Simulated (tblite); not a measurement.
Compound: C₆H₁₆BN.
SMILES with atom numbers: `[BH3-:1][N@+:2]1([CH3:3])[CH2:4][CH2:5][C@H:6]1[CH2:7][CH3:8]` (hydrogens: H9, H10, H11 on B1; H12, H13, H14 on C3; H15, H16 on C4; H17, H18 on C5; H19 on C6; H20, H21 on C7; H22, H23, H24 on C8)

Computed with GFN2-xTB (tblite), gas phase: L-BFGS steps from a force-field or distance-geometry start until the largest atomic force falls under 0.01 eV/Å.

Step 46: E = -684.8157 eV
```
atom  x, y, z in Å  |  force x, y, z in eV/Å
B1     -1.7683   -0.4509    1.5070   -0.001  -0.003   0.018
N2     -1.0151    0.0367    0.1398    0.039   0.045  -0.020
C3     -1.3721    1.4174   -0.1262    0.008   0.051  -0.004
C4     -1.2356   -0.8680   -1.0063   -0.012   0.003   0.004
C5      0.2075   -1.3620   -0.9300    0.013  -0.010   0.010
C6      0.4372   -0.3153    0.1688    0.017  -0.004   0.004
C7      1.4498    0.7717   -0.1644   -0.024   0.002  -0.011
C8      2.8735    0.2624    0.0485   -0.021   0.012   0.003
H9     -1.4922   -1.6030    1.6565    0.011   0.010  -0.010
H10    -2.9347   -0.2845    1.3245   -0.018  -0.004  -0.015
H11    -1.3304    0.2425    2.3757   -0.010  -0.026   0.008
H12    -1.0955    2.0337    0.7265   -0.021  -0.001  -0.019
H13    -2.4532    1.4741   -0.2503    0.045  -0.009   0.024
H14    -0.8886    1.7989   -1.0297   -0.003  -0.009   0.017
H15    -1.4794   -0.3259   -1.9215    0.000  -0.015  -0.029
H16    -2.0068   -1.6053   -0.8004   -0.024  -0.022   0.008
H17     0.3130   -2.3914   -0.6006   -0.004  -0.012   0.010
H18     0.7929   -1.2108   -1.8350    0.012  -0.008   0.005
H19     0.6738   -0.7393    1.1449    0.028  -0.002   0.014
H20     1.3371    1.0834   -1.2059   -0.005   0.034   0.012
H21     1.2848    1.6394    0.4770    0.006  -0.009  -0.018
H22     3.5919    1.0141   -0.2703   -0.005  -0.013  -0.009
H23     3.0501    0.0499    1.0999   -0.021  -0.030   0.000
H24     3.0485   -0.6480   -0.5208   -0.008   0.021   0.000
```

Step 47: E = -684.8162 eV
```
atom  x, y, z in Å  |  force x, y, z in eV/Å
B1     -1.7695   -0.4514    1.5076   -0.005   0.006  -0.003
N2     -1.0133    0.0377    0.1398   -0.002   0.016   0.002
C3     -1.3717    1.4184   -0.1255    0.016   0.021  -0.004
C4     -1.2353   -0.8682   -1.0052   -0.008   0.005  -0.001
C5      0.2083   -1.3623   -0.9293   -0.004  -0.008   0.004
C6      0.4387   -0.3143    0.1680   -0.001  -0.010   0.012
C7      1.4496    0.7731   -0.1656   -0.001  -0.006  -0.010
C8      2.8728    0.2627    0.0476   -0.004   0.004   0.005
H9     -1.4932   -1.6027    1.6582    0.019   0.002  -0.013
H10    -2.9363   -0.2867    1.3226   -0.005  -0.001  -0.017
H11    -1.3343    0.2426    2.3762   -0.004  -0.018   0.017
H12    -1.0966    2.0336    0.7281   -0.023   0.007  -0.013
H13    -2.4523    1.4732   -0.2521    0.038  -0.004   0.028
H14    -0.8865    1.7992   -1.0275    0.002   0.006   0.001
H15    -1.4784   -0.3258   -1.9207   -0.004  -0.023  -0.024
H16    -2.0070   -1.6059   -0.7988   -0.006   0.000   0.003
H17     0.3126   -2.3916   -0.5993    0.002  -0.008   0.010
H18     0.7927   -1.2118   -1.8351    0.012  -0.011   0.007
H19     0.6760   -0.7378    1.1440    0.028  -0.004   0.021
H20     1.3383    1.0839   -1.2069   -0.012   0.041  -0.001
H21     1.2840    1.6403    0.4759    0.009  -0.003  -0.016
H22     3.5938    1.0130   -0.2684   -0.010  -0.002  -0.008
H23     3.0481    0.0465    1.0985   -0.022  -0.028  -0.003
H24     3.0480   -0.6459   -0.5245   -0.014   0.017   0.003
```

Step 48: E = -684.8165 eV
```
atom  x, y, z in Å  |  force x, y, z in eV/Å
B1     -1.7699   -0.4513    1.5080   -0.009   0.008  -0.015
N2     -1.0118    0.0388    0.1397   -0.028  -0.011   0.017
C3     -1.3708    1.4196   -0.1250    0.018  -0.004  -0.001
C4     -1.2355   -0.8680   -1.0046    0.000   0.004  -0.004
C5      0.2083   -1.3631   -0.9287   -0.015  -0.005   0.001
C6      0.4396   -0.3143    0.1677   -0.012  -0.011   0.014
C7      1.4493    0.7735   -0.1665    0.015  -0.009  -0.007
C8      2.8722    0.2631    0.0468    0.011  -0.005   0.003
H9     -1.4910   -1.6017    1.6603    0.019   0.003  -0.016
H10    -2.9374   -0.2899    1.3204    0.010   0.000  -0.016
H11    -1.3379    0.2444    2.3765   -0.004  -0.015   0.018
H12    -1.0997    2.0335    0.7306   -0.019   0.012  -0.015
H13    -2.4510    1.4720   -0.2549    0.032   0.002   0.026
H14    -0.8829    1.8006   -1.0251    0.002   0.018  -0.004
H15    -1.4777   -0.3258   -1.9208   -0.005  -0.028  -0.016
H16    -2.0080   -1.6057   -0.7978    0.009   0.018   0.001
H17     0.3113   -2.3925   -0.5980    0.005  -0.003   0.010
H18     0.7926   -1.2136   -1.8349    0.008  -0.013   0.011
H19     0.6779   -0.7373    1.1439    0.024  -0.002   0.018
H20     1.3384    1.0849   -1.2074   -0.015   0.040  -0.010
H21     1.2833    1.6403    0.4750    0.008   0.005  -0.008
H22     3.5945    1.0134   -0.2665   -0.016   0.002  -0.002
H23     3.0463    0.0423    1.0972   -0.022  -0.021  -0.010
H24     3.0482   -0.6434   -0.5286   -0.016   0.014   0.004
```

Step 49: E = -684.8169 eV
```
atom  x, y, z in Å  |  force x, y, z in eV/Å
B1     -1.7705   -0.4512    1.5080   -0.007   0.007  -0.023
N2     -1.0106    0.0399    0.1399   -0.038  -0.036   0.025
C3     -1.3695    1.4208   -0.1246    0.021  -0.038   0.000
C4     -1.2356   -0.8678   -1.0039    0.008   0.002  -0.006
C5      0.2084   -1.3640   -0.9280   -0.021  -0.001   0.002
C6      0.4405   -0.3143    0.1676   -0.017  -0.007   0.012
C7      1.4489    0.7742   -0.1674    0.021  -0.005  -0.003
C8      2.8715    0.2635    0.0463    0.011  -0.009  -0.003
H9     -1.4895   -1.6009    1.6611    0.017   0.000  -0.018
H10    -2.9381   -0.2921    1.3180    0.017   0.001  -0.014
H11    -1.3407    0.2445    2.3771   -0.004  -0.008   0.020
H12    -1.1021    2.0340    0.7317   -0.004   0.026   0.002
H13    -2.4487    1.4710   -0.2558    0.001   0.009   0.016
H14    -0.8805    1.8015   -1.0234    0.009   0.030  -0.018
H15    -1.4771   -0.3266   -1.9211   -0.005  -0.029  -0.007
H16    -2.0088   -1.6053   -0.7966    0.021   0.030   0.000
H17     0.3107   -2.3933   -0.5963    0.005   0.004   0.008
H18     0.7927   -1.2157   -1.8346    0.003  -0.013   0.018
H19     0.6806   -0.7367    1.1440    0.015   0.002   0.011
H20     1.3382    1.0871   -1.2078   -0.016   0.030  -0.012
H21     1.2825    1.6407    0.4741    0.008   0.008   0.000
H22     3.5949    1.0131   -0.2652   -0.013   0.013   0.005
H23     3.0440    0.0382    1.0960   -0.019  -0.013  -0.008
H24     3.0471   -0.6409   -0.5316   -0.013  -0.004  -0.004
```

**Question.** Estimate the geometry and energy of step 50. (The exact step hangs on the optimiser's Hessian estimate; all steps are aligned on step 49, rigid shifts and turns removed.)

**Answer.** E = -684.8173 eV, largest force 0.056 eV/Å
```
atom  x, y, z in Å  |  force x, y, z in eV/Å
B1     -1.7708   -0.4504    1.5077   -0.003   0.000  -0.017
N2     -1.0095    0.0406    0.1407   -0.030  -0.042   0.021
C3     -1.3675    1.4218   -0.1238    0.010  -0.038   0.003
C4     -1.2359   -0.8673   -1.0030    0.016  -0.002  -0.007
C5      0.2076   -1.3655   -0.9268   -0.016   0.003   0.006
C6      0.4412   -0.3149    0.1680   -0.013  -0.001   0.006
C7      1.4487    0.7743   -0.1685    0.016  -0.002  -0.001
C8      2.8709    0.2638    0.0451    0.014  -0.015  -0.011
H9     -1.4841   -1.5988    1.6636    0.008   0.007  -0.019
H10    -2.9390   -0.2969    1.3131    0.028   0.001  -0.006
H11    -1.3457    0.2478    2.3777   -0.011  -0.011   0.009
H12    -1.1080    2.0345    0.7357    0.005   0.018  -0.009
H13    -2.4461    1.4689   -0.2601   -0.003   0.018   0.007
H14    -0.8739    1.8046   -1.0195   -0.001   0.026  -0.006
H15    -1.4763   -0.3275   -1.9215   -0.005  -0.023   0.001
H16    -2.0101   -1.6037   -0.7953    0.024   0.033   0.000
H17     0.3088   -2.3946   -0.5938    0.002   0.008   0.007
H18     0.7925   -1.2192   -1.8336   -0.001  -0.012   0.022
H19     0.6838   -0.7367    1.1444    0.003   0.008   0.001
H20     1.3375    1.0892   -1.2086   -0.015   0.016  -0.009
H21     1.2815    1.6408    0.4728    0.009   0.008   0.008
H22     3.5947    1.0149   -0.2623   -0.015   0.012   0.017
H23     3.0409    0.0309    1.0938   -0.013   0.000  -0.018
H24     3.0471   -0.6369   -0.5383   -0.009  -0.011  -0.004
```

The energy changes by -0.0004 eV. The first-order estimate −F·Δx gives -0.0006 eV and the mean of the old and new forces, exact on a quadratic surface, -0.0004 eV. The step makes an angle of 78° with the force vector and moves no atom by more than 0.008 Å.

The cost below is that of the whole relaxation. Time: 1.6 s of wall time. Hardware: one thread, Arm Neoverse N1 (aarch64) (shared host).
